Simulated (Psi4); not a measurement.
tin monoxide (OSn), singlet, at a GFN2-xTB geometry (such geometries of metal compounds can be far from the true shape) (core potentials on Sn); B97M-V/def2-SVP in Psi4.

Psi4 was given this input:
```
memory 2 GB

molecule {
0 1
  Sn   -0.00000000   -0.00000000   -0.24879316
  O     0.00000000    0.00000000    1.55495727
}

set basis def2-svp

energy('b97m-v')
print_variables()
```

The log (banner, timings and long lists left out):

```
   => Loading Basis Set <=

    Name: DEF2-SVP
    Role: ORBITAL
    Keyword: BASIS

    !!!  WARNING: ECP capability is in beta. Please check occupations closely.  !!!

         ---------------------------------------------------------
                                   SCF
               by Justin Turney, Rob Parrish, Andy Simmonett
                          and Daniel G. A. Smith
                              RKS Reference
         ---------------------------------------------------------

  ==> Geometry <==

    Molecular point group: c2v
    Full point group: C_inf_v

    Geometry (in Angstrom), charge = 0, multiplicity = 1:

       Center              X                  Y                   Z               Mass
    ------------   -----------------  -----------------  -----------------  -----------------
         SN           0.000000000000     0.000000000000    -0.212299090070   119.902201630000
         O            0.000000000000     0.000000000000     1.591451339930    15.994914619570

  Running in c2v symmetry.

  Rotational constants: A = ************  B =      0.36715  C =      0.36715 [cm^-1]
  Rotational constants: A = ************  B =  11006.91116  C =  11006.91116 [MHz]
  Nuclear repulsion =   51.634188149809610

  Charge       = 0
  Multiplicity = 1
  Electrons    = 30
  Nalpha       = 15
  Nbeta        = 15

  ==> Algorithm <==

  SCF Algorithm Type is DF.
  DIIS enabled.
  MOM disabled.
  Fractional occupation disabled.
  Guess Type is SAD.
  Energy threshold   = 1.00e-06
  Density threshold  = 1.00e-06
  Integral threshold = 1.00e-12

  ==> Primary Basis <==

  Basis Set: DEF2-SVP
    Blend: DEF2-SVP
    Number of shells: 16
    Number of basis functions: 40
    Number of Cartesian functions: 43
    Spherical Harmonics?: true
    Max angular momentum: 2

  Core potential: DEF2-SVP
    Number of shells: 4
    Number of ECP primitives: 18
    Number of ECP core electrons: 28
    Max angular momentum: 3

  ==> DFT Potential <==

   => LibXC <=

    Version 7.1.2
    S. Lehtola, C. Steigemann, M. J. T. Oliveira, and M. A. L. Marques,  SoftwareX 7, 1–5 (2018) (10.1016/j.softx.2017.11.002)

   => Composite Functional: B97M-V <=

    B97M-V GGA Exchange-Correlation Functional

    N. Mardirossian and M. Head-Gordon,  J. Chem. Phys. 142, 074111 (2015) (10.1063/1.4907719)

    Deriv               =              1
    GGA                 =           TRUE
    Meta                =           TRUE

    Exchange Hybrid     =          FALSE
    MP2 Hybrid          =          FALSE

   => Exchange-Correlation Functionals <=

    1.0000   B97M-V exchange-correlation functional

   => LibXC Density Thresholds  <==

    XC_MGGA_XC_B97M_V:  1.00E-15

   => VV10 Non-Local Parameters <=

    VV10 B              =     6.0000E+00
    VV10 C              =     1.0000E-02

   => Molecular Quadrature <=

    Radial Scheme          =       TREUTLER
    Pruning Scheme         =           NONE
    Nuclear Scheme         =       TREUTLER

    Blocking Scheme        =         OCTREE
    BS radius alpha        =              1
    Pruning alpha          =              1
    Radial Points          =             75
    Spherical Points       =            302
    Total Points           =          42590
    Total Blocks           =            395
    Max Points             =            255
    Max Functions          =             40
    Weights Tolerance      =       1.00E-15

   => Loading Basis Set <=

    Name: (DEF2-SVP AUX)
    Role: JKFIT
    Keyword: DF_BASIS_SCF

  ==> Integral Setup <==

  SCF_SUBTYPE=INCORE selected. In-core MEM_DF algorithm will be used.
  Using in-core AOs.

  ==> MemDFJK: Density-Fitted J/K Matrices <==

    J tasked:                   Yes
    K tasked:                    No
    wK tasked:                   No
    Algorithm:                 Core
    Schwarz Cutoff:           1E-12
    Mask sparsity (%):       0.0000
    Fitting Condition:        1E-10

   => Auxiliary Basis Set <=

  Basis Set: (DEF2-SVP AUX)
    Blend: DEF2-UNIVERSAL-JKFIT
    Number of shells: 71
    Number of basis functions: 295
    Number of Cartesian functions: 402
    Spherical Harmonics?: true
    Max angular momentum: 5

  Minimum eigenvalue in the overlap matrix is 3.2012044112E-02.
  Reciprocal condition number of the overlap matrix is 9.7633482542E-03.
    Using symmetric orthogonalization.

  ==> Pre-Iterations <==

  SCF Guess: Superposition of Atomic Densities via on-the-fly atomic UHF (no occupation information).

   -------------------------
    Irrep   Nso     Nmo
   -------------------------
     A1        19      19
     A2         3       3
     B1         9       9
     B2         9       9
   -------------------------
    Total      40      40
   -------------------------

  ==> Iterations <==

                           Total Energy        Delta E     RMS |[F,P]|

   @DF-RKS iter SAD:  -287.84262299435284   -2.87843e+02   0.00000e+00
   @DF-RKS iter   1:  -288.97014143833951   -1.12752e+00   4.13990e-02 DIIS/ADIIS
   @DF-RKS iter   2:  -282.79146986232735    6.17867e+00   9.75544e-02 DIIS/ADIIS
   @DF-RKS iter   3:  -288.46941114873596   -5.67794e+00   5.97334e-02 DIIS/ADIIS
   @DF-RKS iter   4:  -289.39962356011688   -9.30212e-01   7.72041e-03 DIIS/ADIIS
   @DF-RKS iter   5:  -289.40734540449017   -7.72184e-03   3.94454e-03 DIIS/ADIIS
   @DF-RKS iter   6:  -289.41144553131363   -4.10013e-03   5.48410e-04 DIIS/ADIIS
   @DF-RKS iter   7:  -289.41152040337448   -7.48721e-05   1.21966e-04 DIIS/ADIIS
   @DF-RKS iter   8:  -289.41152545861428   -5.05524e-06   2.41958e-06 DIIS
   @DF-RKS iter   9:  -289.41152545663238    1.98190e-09   3.92261e-06 DIIS
   @DF-RKS iter  10:  -289.41152546082952   -4.19715e-09   1.09943e-07 DIIS
  Energy and wave function converged.

  ==> Post-Iterations <==

   Electrons on quadrature grid:
      Ntotal   =   29.9999964507 ; deviation = -3.549e-06

    Orbital Energies [Eh]
    ---------------------

    Doubly Occupied:

[...]
    Virtual:

[...]
      19A1    52.038437

    Final Occupation by Irrep:
             A1    A2    B1    B2
    DOCC [     8,    1,    3,    3 ]
    NA   [     8,    1,    3,    3 ]
    NB   [     8,    1,    3,    3 ]

  @DF-RKS Final Energy:  -289.41152546082952

   => Energetics <=

    Nuclear Repulsion Energy =             51.6341881498096100
    One-Electron Energy =                -583.2595158531240713
    Two-Electron Energy =                 268.8185204138189306
    DFT Exchange-Correlation Energy =     -26.7232221447883127
    Empirical Dispersion Energy =           0.0000000000000000
    VV10 Nonlocal Energy =                  0.1185039734543783
    Total Energy =                       -289.4115254608295231

Computation Completed

Properties will be evaluated at   0.000000,   0.000000,   0.000000 [a0]

Properties computed using the SCF density matrix

 Multipole Moments:

 ------------------------------------------------------------------------------------
     Multipole            Electronic (a.u.)      Nuclear  (a.u.)        Total (a.u.)
 ------------------------------------------------------------------------------------

 L = 1.  Multiply by 2.5417464519 to convert [e a0] to [Debye]
 Dipole X            :          0.0000000            0.0000000            0.0000000
 Dipole Y            :          0.0000000            0.0000000            0.0000000
 Dipole Z            :        -16.6969428           15.2331404           -1.4638024
 Magnitude           :                                                    1.4638024

 ------------------------------------------------------------------------------------

  Variable Map:
  ----------------------------------------------------------------------------
[...]
  Array Variable Map:
  ----------------------------------------------------------------------------
[...]
[...]
```
